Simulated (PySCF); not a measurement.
# Radial density of Ru²⁵⁺ (ruthenium, charge +25)

BHandHLYP, [Ar] 3d1, 2D determinant. Computed with PySCF 2.14 in an uncontracted even-tempered set (18 s from 2.9 bohr⁻², ratio 2.5; 12 p from 3.8 bohr⁻², ratio 2.5; 8 d from 3.8 bohr⁻², ratio 2.5; 4 f from 13 bohr⁻², ratio 2.7; 3 g from 20 bohr⁻², ratio 2.7), with the spin-free X2C one-electron Hamiltonian (Gaussian nucleus).

```csv
r (bohr),4πr²ρ (e/bohr),4πr²(ρα − ρβ)
0.0336,51.93,0.0029
0.0565,50.46,0.0460
0.0951,67.96,0.3965
0.160,41.23,1.8295
0.269,29.72,3.3762
0.453,18.93,1.4119
0.761,0.6629,0.0492
1.28,0.0007620,0.0001
```

Densities and radii are taken from the X2C orbitals without a picture-change correction, which distorts them close to the nucleus.

Spin-orbit coupling, absent here, splits the open shell strongly.
